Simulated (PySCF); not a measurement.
Computed vibrations of [EuOCl]−

[EuOCl]− (singlet in the valence; each metal's 4f electrons, 7 of them, lie in its core potential, out of spins and levels). PySCF 2.14.0, RKS PBE0, Eu lcecp-0-SVP with ECP53, O def2-SVP, Cl def2-SVP; non-relativistic Hamiltonian with scalar-relativistic core potentials where named; density fitting; no spin-orbit coupling. Central differences of gradients.

```xyz
3

Eu    0.2958    0.0000   -0.2697
O     2.1137    0.0000    0.5790
Cl   -2.2602    0.0000    0.9147
```

Run from Python with OMP_NUM_THREADS=2. Where DIIS fails, smearing, a level shift and second-order steps follow.
It took 16 s on 2 threads of Intel(R) Xeon(R) Platinum 8375C CPU @ 2.90GHz (Ice Lake), with other jobs on the host.

What are the harmonic wavenumbers and infrared intensities?

Modes are labelled in Cs; negative numbers are unstable modes, those under 60 cm⁻¹ near the noise; a finer grid moves soft modes by up to 10 cm⁻¹.
| cm⁻¹ | km/mol | symmetry |
| --- | --- | --- |
| 89 | 44.4 | a' |
| 218 | 48.9 | a' |
| 618 | 183.9 | a' |

Is this a minimum?

Yes. Ideal gas at 298.15 K and 1 bar: S = 327.6 J/(mol K), Cp = 53.2 J/(mol K), H − H(0 K) = 13.7 kJ/mol (rigid rotor, harmonic modes, spin degeneracy alone, that of the 4f electrons in the core included).

An lcecp potential fixes the number of 4f electrons, so in runs with it no electron can move into or out of that shell.
